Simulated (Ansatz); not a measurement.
Geometry optimisation, RKS BLYP-D4/def2-SVP (Ansatz).

Input:

```yaml
crystal:
  periodic: [false, false, false]
  atoms:
    - { symbol: Hf, position_ang: [-0.3201, 0.0923, -0.6793] }
    - { symbol: Cl, position_ang: [1.8669, -1.1635, 1.0073] }
    - { symbol: F, position_ang: [0.1846, -0.6758, -2.2789] }
    - { symbol: F, position_ang: [-2.0551, -0.5086, -0.5018] }
    - { symbol: F, position_ang: [-0.2014, 1.8936, -1.0609] }
    - { symbol: H, position_ang: [0.6543, -0.114, 1.7379] }
    - { symbol: H, position_ang: [-0.1292, 0.4761, 1.7756] }
basis:
  gaussian: { orbitals: def2-SVP }
hamiltonian:
  xc: blyp
  dispersion: d4
relax:
  f_tol: 0.15
  max_steps: 25
  restrain:
    - { distance: [0, 6], at: 2.06, k: 30.0 }
    - { distance: [5, 1], at: 1.33, k: 30.0 }
    - { distance: [0, 1], at: 4.07, k: 30.0 }
    - { distance: [5, 6], at: 1.92, k: 30.0 }
```

Command:

```bash
$ ansatz run input.yaml --threads 2 --pin off --max-ram 3072MiB --backend cpu --events-out ev --progress --plain --runs-dir out
```

Question: Where does it end, and by what steps?

Answer: It converged. The restraints hold the end off the free minimum. After 8 steps the energy has fallen by 0.127 eV (the restraints' own energy left out); H6 moved furthest, 0.81 Å. Parted: Hf1–Cl2. Joined: Cl2–H6.

```csv
step,energy less start (eV),largest force component (eV/Å),accepted
0,0.0000,3.487,yes
1,0.8901,3.976,yes
2,1.0628,3.900,yes
3,0.7099,2.362,yes
4,0.1867,1.191,yes
5,-0.0403,1.182,yes
6,-0.1086,1.190,yes
7,-0.1218,1.149,yes
8,-0.1270,1.161,yes
```

```xyz
7
Properties=species:S:1:pos:R:3
Hf -0.716 0.369 -0.692
Cl 2.323 -1.343 1.406
F 0.434 -0.788 -1.693
F -2.529 -0.229 -0.790
F -0.568 2.180 -1.291
H 1.317 -0.576 1.784
H -0.261 0.386 1.276
```

Time of the run: 20 s on 2 threads of Arm Neoverse V2 (shared host), peak memory 0.19 GiB.
